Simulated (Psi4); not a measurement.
Psi4 input (wB97X-D/6-31G*):

```
memory 1500 MB

molecule {
0 2
C    -1.81851400    1.34624500    0.30358400
Si   -1.16926200   -0.31636100   -0.30131200
C    -2.24264500   -1.74244900    0.31504500
Si    1.08401400   -0.59755400    0.24659300
Cl    2.10431200    1.10039000   -0.40248500
H    -2.81904400    1.54014000   -0.08784600
H    -1.16271200    2.15761100   -0.01341800
H    -1.87608700    1.36133400    1.39628800
H    -3.26644600   -1.63896500   -0.05017200
H    -2.27755000   -1.75407200    1.40868400
H    -1.85970600   -2.70638400   -0.02267500
H     1.68010500   -1.77027200   -0.43400100
H     1.36853900   -0.72399800    1.69967200
symmetry c1
no_reorient
no_com
}

set {
  basis 6-31G*
  reference uks
  scf_type pk
  dft_radial_points 99
  dft_spherical_points 590
  e_convergence 1e-8
  d_convergence 1e-7
  maxiter 150
}

e = energy('wb97x-d')
print_out(f'\nFINAL {e:.10f} DIPOLE {variable("CURRENT DIPOLE")[0]:.6f} {variable("CURRENT DIPOLE")[1]:.6f} {variable("CURRENT DIPOLE")[2]:.6f}\n')
```

From the output:

```
              A
    DOCC [    32 ]
    SOCC [     1 ]
    NA   [    33 ]
    NB   [    32 ]

  @UKS Final Energy: -1120.14853609539136

   => Energetics <=

    Nuclear Repulsion Energy =            334.2781868006833292
    One-Electron Energy =               -2211.4631557700845406
    Two-Electron Energy =                 817.3543090249773968
    DFT Exchange-Correlation Energy =     -60.3124727643071665
    Empirical Dispersion Energy =          -0.0054033866601263
    VV10 Nonlocal Energy =                  0.0000000000000000
    Total Energy =                      -1120.1485360953913641

  UHF NO Occupations:
  HONO-2 :   31  A 1.9998756
  HONO-1 :   32  A 1.9991494
  HONO-0 :   33  A 1.0000000
  LUNO+0 :   34  A 0.0008506
  LUNO+1 :   35  A 0.0001244
  LUNO+2 :   36  A 0.0000933
  LUNO+3 :   37  A 0.0000639

Computation Completed

Properties will be evaluated at   0.000000,   0.000000,   0.000000 [a0]

Properties computed using the SCF density matrix

 Multipole Moments:

 ------------------------------------------------------------------------------------
     Multipole            Electronic (a.u.)      Nuclear  (a.u.)        Total (a.u.)
 ------------------------------------------------------------------------------------

 L = 1.  Multiply by 2.5417464519 to convert [e a0] to [Debye]
 Dipole X            :         -0.9733989           -0.0000435           -0.9734423
 Dipole Y            :         -0.5234966           -0.0000189           -0.5235155
 Dipole Z            :          0.3885655           -0.0000094            0.3885561
 Magnitude           :                                                    1.1715948

 ------------------------------------------------------------------------------------

FINAL -1120.1485360954 DIPOLE -0.973442 -0.523516 0.388556

*** Psi4 exiting successfully. Buy a developer a beer!
```

The geometry given is a B3LYP-D3(BJ)/def2-TZVP minimum.
